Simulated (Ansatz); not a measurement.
Consider the redistribution: `C[SiH2][AsH2]` + `[OH][GeH2][O][SiH3]` → `C[SiH2][GeH2][OH]` + `[SiH3]O[AsH2]`.

Calculated with Ansatz (gas phase, PBE0-D4/def2-TZVP geometries, no zero-point term in ΔE). CCSD(T)/CBS is the MP2 limit (def2-TZVPP, def2-QZVPP) plus CCSD(T) − MP2 in def2-TZVPP, frozen cores. DFT in def2-TZVPP. For As, Ge outer-core shells are correlated without core-valence functions, which leaves a few kJ/mol of doubt a bond. Scalar relativity is left out up to krypton. One conformer a species, not always the lowest.

`C[SiH2][AsH2]`:

Z-matrix (Å, degrees):
```
C
Si 1 1.872
H 1 1.092 2 110.8
H 1 1.093 2 110.6 3 119.9
H 1 1.092 2 110.8 3 -120.1
As 2 2.369 1 109.4 3 62.6
H 2 1.489 1 110.4 3 179.9
H 2 1.488 1 110.3 3 -60.8
H 6 1.523 2 92.2 1 -74.6
H 6 1.522 2 92.5 1 -167.0
```

`[OH][GeH2][O][SiH3]`:

```xyz
10

O    -0.215   -1.636    1.415
Ge    0.011   -1.405   -0.326
O    -0.366    0.275   -0.736
Si    0.173    1.725   -0.200
H    -1.132   -1.573    1.689
H    -0.979   -2.245   -1.143
H     1.497   -1.680   -0.569
H    -0.565    2.148    1.021
H    -0.051    2.727   -1.273
H     1.626    1.665    0.122
```

`C[SiH2][GeH2][OH]`:

```xyz
12

C    -1.383    1.303    0.086
Si   -0.930   -0.515    0.074
Ge    1.423   -0.792    0.375
O     2.285    0.088   -0.933
H    -1.157    1.751    1.056
H    -2.447    1.441   -0.117
H    -0.814    1.840   -0.676
H    -1.297   -1.136   -1.231
H    -1.655   -1.256    1.146
H     1.956   -0.124    1.654
H     1.865   -2.275    0.355
H     2.154   -0.324   -1.790
```

`[SiH3]O[AsH2]`:

Cartesian coordinates in Å:
```
Si 1.254 -0.317 -0.312
O -0.163 0.507 -0.188
As -1.648 -0.078 0.638
H 1.058 -1.624 -0.998
H 1.841 -0.583 1.030
H 2.177 0.532 -1.103
H -1.911 1.217 1.405
H -2.609 0.345 -0.472
```

```json
{"level": "PBE-D4", "ΔE (eV)": "0.98"}
{"level": "r2SCAN", "ΔE (eV)": "1.10"}
{"level": "PBE0", "ΔE (eV)": "1.06"}
{"level": "CCSD(T)/def2-TZVPP", "ΔE (eV)": "1.14"}
{"level": "HF/def2-QZVPP", "ΔE (eV)": "1.18"}
{"level": "MP2/def2-QZVPP", "ΔE (eV)": "1.21"}
{"level": "MP2/CBS(def2)", "ΔE (eV)": "1.21"}
{"level": "CCSD/CBS(def2)", "ΔE (eV)": "1.15"}
```

Task: What does CCSD(T)/CBS give? (Best estimate.)

Result: Computed: +1.14 eV. The listed levels differ from it by -0.16, -0.04, -0.08, 0.00, 0.04, 0.07, 0.07, 0.01 eV.

Largest T1 diagnostic among the species: 0.012.

From PBE to PBE0 (25 % exact exchange), in def2-TZVPP and without D4, ΔE moves by +0.09 eV.
